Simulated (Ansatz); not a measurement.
Geometry optimisation, Ansatz, RKS B3LYP/def2-SVP.

Input file:

```yaml
crystal:
  periodic: [false, false, false]
  atoms:
    - { symbol: B, position_ang: [0.5178, 1.308, 1.4806] }
    - { symbol: Si, position_ang: [0.5372, 0.2537, -0.1317] }
    - { symbol: C, position_ang: [1.7257, -1.1332, 0.112] }
    - { symbol: C, position_ang: [-1.0778, -0.4474, -0.4924] }
    - { symbol: "N", position_ang: [-2.1059, 0.6089, -0.7451] }
    - { symbol: H, position_ang: [1.4462, 1.904, 1.859] }
    - { symbol: H, position_ang: [-0.5226, 1.4811, 2.0566] }
    - { symbol: H, position_ang: [1.014, 1.0964, -1.2758] }
    - { symbol: H, position_ang: [1.8068, -1.7424, -0.7476] }
    - { symbol: H, position_ang: [1.4347, -1.7573, 1.0069] }
    - { symbol: H, position_ang: [2.7531, -0.7131, 0.3561] }
    - { symbol: H, position_ang: [-1.455, -1.0494, 0.406] }
    - { symbol: H, position_ang: [-1.1388, -1.0963, -1.3935] }
    - { symbol: H, position_ang: [-1.9037, 1.0707, -1.6294] }
    - { symbol: H, position_ang: [-3.0537, 0.1656, -0.8324] }
basis:
  gaussian: { orbitals: def2-SVP }
hamiltonian:
  xc: b3lyp
relax:
  f_tol: 0.02
  max_steps: 50
```

Launched with:

```bash
$ ansatz run input.yaml --threads 2 --pin off --max-ram 3072MiB --backend cpu --events-out ev --progress --plain --runs-dir out
```

Problem. Where does it end, and by what steps?

Solution. The forces met the threshold. After 31 steps the energy has fallen by 1.443 eV; H6 moved furthest, 2.05 Å. Joined: B1–N5.

| step | energy less start (eV) | largest force component (eV/Å) | accepted |
| --- | --- | --- | --- |
| 0 | 0.0000 | 3.608 | yes |
| 2 | -0.5078 | 0.602 | yes |
| 4 | -0.5244 | 0.276 | no |
| 6 | -0.5324 | 0.044 | yes |
| 8 | -0.5316 | 0.363 | no |
| 10 | -0.5391 | 0.234 | no |
| 12 | -0.5438 | 0.052 | yes |
| 14 | -0.5487 | 0.211 | yes |
| 16 | -0.5652 | 0.091 | yes |
| 18 | -0.5797 | 0.172 | yes |
| 20 | -0.6361 | 0.241 | yes |
| 22 | -0.8407 | 0.412 | yes |
| 24 | -1.1930 | 0.683 | yes |
| 26 | -1.3096 | 0.911 | no |
| 28 | -1.4421 | 0.038 | yes |
| 30 | -1.4429 | 0.029 | yes |
| 31 | -1.4433 | 0.013 | yes |

```xyz
15
Properties=species:S:1:pos:R:3
B -0.317 1.321 0.846
Si 0.812 0.095 -0.341
C 1.924 -1.315 0.263
C -1.033 -0.455 -0.699
N -1.587 0.834 -0.133
H -0.232 2.534 0.868
H -0.507 0.810 1.938
H 1.399 0.613 -1.626
H 2.073 -2.083 -0.514
H 1.498 -1.799 1.157
H 2.918 -0.924 0.538
H -1.321 -1.267 -0.014
H -1.441 -0.681 -1.698
H -1.708 1.522 -0.880
H -2.499 0.743 0.325
```

Whether the end is a true minimum wasn't checked by a vibrational analysis.

Time of the run: 110 s on 2 threads of Arm Neoverse V2, on a shared host, peak memory 0.29 GiB.
